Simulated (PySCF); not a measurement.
## Computed vibrations of Ce(NH2)3

Ce(NH2)3 (singlet in the valence; each metal's 4f electrons, 1 of them, lie in its core potential, out of spins and levels). PySCF 2.14.0, RKS PBE0, Ce lcecp-1-SVP with ECP47, N def2-SVP, H def2-SVP; non-relativistic Hamiltonian with scalar-relativistic core potentials where named; density fitting; no spin-orbit coupling. Central differences of gradients.

```xyz
10

Ce    0.0000    0.0000    0.0000
N     2.3144    0.0000    0.0000
H     2.9447    0.0001    0.8044
H     2.9447    0.0001   -0.8044
N    -1.1572    2.0043    0.0000
H    -1.4724    2.5501    0.8044
H    -1.4724    2.5501   -0.8044
N    -1.1572   -2.0044    0.0000
H    -1.4723   -2.5502    0.8044
H    -1.4723   -2.5502   -0.8044
```

Run from Python with OMP_NUM_THREADS=2. Where DIIS fails, smearing, a level shift and second-order steps follow.
It took 44 s on 2 threads of Arm Neoverse V1, on a shared host.

Task: What are the harmonic wavenumbers and infrared intensities?

Result: Modes are labelled in D3h; negative numbers are unstable modes, those under 60 cm⁻¹ near the noise; a finer grid moves soft modes by up to 10 cm⁻¹.
```
cm⁻¹  km/mol  symmetry
-468       –       e''
-468       –       e''
-435       –      a1''
-124       –      a2''
 100     0.0        e'
 100     0.0        e'
 263   140.6      a2''
 266     0.0       e''
 266     0.0       e''
 380     0.0       a2'
 421   285.0        e'
 421   285.0        e'
 481   245.2        e'
 481   245.2        e'
 507     0.0       a1'
1521    23.7        e'
1521    23.7        e'
1522     0.0       a1'
3520     8.8        e'
3520     8.8        e'
3520     0.0       a1'
3595     0.0       e''
3595     0.0       e''
3595     2.6      a2''
```

Task: Is this a minimum?

Result: No: 4 unstable; the lowest moves the atoms so:
```
Ce   0.00  0.00  0.00
N    0.00  0.00 -0.01
H   -0.01 -0.55  0.00
H    0.01  0.55  0.00
N    0.00  0.00 -0.02
H   -0.35 -0.24  0.00
H    0.35  0.24  0.00
N    0.00  0.00  0.03
H    0.08 -0.10  0.00
H   -0.08  0.10  0.00
```

An lcecp potential fixes the number of 4f electrons, so in runs with it no electron can move into or out of that shell.
